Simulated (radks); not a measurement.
Coherent X-ray form factor from a spherical all-electron density. Calculated with a radial shooting solver on a logarithmic mesh with Libxc functionals: Dirac Kohn-Sham, HCTH/407, spin-unpolarised, spherical densities, point nucleus.

sin(theta)/lambda (1/angstrom),f0 (electrons)
0.05,29.564
0.1,28.391
0.15,26.780
0.2,25.004
0.25,23.219
0.3,21.486
0.4,18.260
0.5,15.420
0.6,13.035
0.8,9.657
1,7.737
1.25,6.445
1.5,5.625
2,4.257

The species is in the configuration that NIST lists as its ground one. Which atom or ion scatters so?

Answer. The gallium ion Ga+, [Ar] 3d10 4s2. Extrapolating in s^2 from the first two rows gives f0(0) = 30.0, near the electron count 30; among species with that count, the fall with angle is slower the higher Z, and the table is that of Z = 31; from so few rows the species is fixed only to a neighbour or two.
